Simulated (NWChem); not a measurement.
System: Si$_{2}$H$_{5}$OCl; SMILES O[Si@@H]([SiH3])Cl

Input file for NWChem:

```
start job
memory heap 200 mb stack 900 mb global 1100 mb
geometry units angstroms noautoz
  O      1.917446     0.101900     0.379590
  Si     0.424190     0.129580    -0.381226
  Si    -0.614510    -1.913296     0.100426
  Cl    -0.796169     1.645849     0.401609
  H      2.481586     0.881920     0.228432
  H      0.563507     0.441999    -1.847607
  H     -0.756209    -2.048148     1.590759
  H     -1.979507    -1.920322    -0.531190
  H      0.183068    -3.070135    -0.437774
end
basis spherical
  * library def2-svp
end
dft
  xc xperdew91 perdew91
  iterations 150
  mulliken
end
task dft energy
```

Coordinates come from a PBE-D3(BJ)/def2-SVP optimisation.

### Question
Give the results of this calculation. (PW91/def2-SVP.) Quantities: energy (Ha); highest occupied level (eV); orbital gap (eV); dipole (D).

### Answer
| Item | Value |
|---|---|
| energy (Ha) | -1117.03 |
| highest occupied level (eV) | -6.88 |
| orbital gap (eV) | 5.92 |
| dipole (D) | 1.47 |
